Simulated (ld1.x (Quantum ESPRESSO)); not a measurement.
## Ga: one change to an RRKJ potential, before and after

```json
{
 "Element": "Ga",
 "Generator": "ld1.x (Quantum ESPRESSO) 7.5",
 "Type": "norm-conserving RRKJ (Kleinman–Bylander form)",
 "Functional": "PBE",
 "Relativity": "scalar-relativistic",
 "Frozen core": "[Ar]",
 "Valence charge": "13",
 "Reference configuration": "3d10 4s1 4p0 (charge +2)",
 "Partial waves": "4p (bound, empty): rc 2.30 bohr; 3d (bound): rc 1.30 bohr; 4s (bound): rc 1.60 bohr",
 "Local potential": "the s channel",
 "Core correction": "none"
}
```

Change: core correction a·sin(br)/r model core inside 0.56 bohr.

Cutoffs: the cutoffs (Ry, on a coarse ladder) from which the occupation-weighted sum of valence levels, in a spherical-Bessel basis at the reference potential, stays within 10 and 1 mRy of its value at 400 Ry; they do not see the model core or the augmentation charge, which bear on the density cutoff. Errors are all-electron minus pseudo energies relative to the spin-unpolarised reference configuration.

**Question.** How do hardness, ghosts and transferability respond?

**Answer.** The potential gets neither clearly harder nor softer (140 Ry and 200 Ry → 140 Ry and 200 Ry); of the 7 tests that both files solve, the error grows in 3 and shrinks in 4 by more than 15 % and 0.3 meV (median size 47.7 → 16.3 meV); neither file shows a bound ghost. A model core, the more so a compact one, raises the density cutoff, which this test does not measure.

| quantity | base | changed |
| --- | --- | --- |
| cutoff, loose | 140 Ry | 140 Ry |
| cutoff, tight | 200 Ry | 200 Ry |
| bound ghosts | none | none |
| error for 3d10 4s2 4p1, meV [ΔE -26.82 eV] | +45 | 0.0 |
| error for 3d10 4s2 4p0, meV [ΔE -21.13 eV] | +26 | -1.9 |
| error for 3d10 4s0 4p0, meV [ΔE 31.27 eV] | +48 | -16 |
| error for 3d10 4s1 4p1, meV [ΔE -13.76 eV] | +15 | +1.1 |
| error for 3d9 4s2 4p2, meV [ΔE -6.50 eV] | -451 | -591 |
| error for 3d9 4s0 4p0, meV [ΔE 95.15 eV] | -292 | -511 |
| error for 3d9 4s2 4p1, meV [ΔE 0.88 eV] | -415 | -529 |
| s: phases at 2.52 bohr within 0.05 rad from the reference energy up to (Ry; the scan ends near 5) | 1.4 | 1.4 |
| p: phases at 2.52 bohr within 0.05 rad from the reference energy up to (Ry; the scan ends near 5) | 3.9 | 3.9 |
| d: phases at 2.52 bohr within 0.05 rad from the reference energy up to (Ry; the scan ends near 5) | -0.9 | -0.9 |
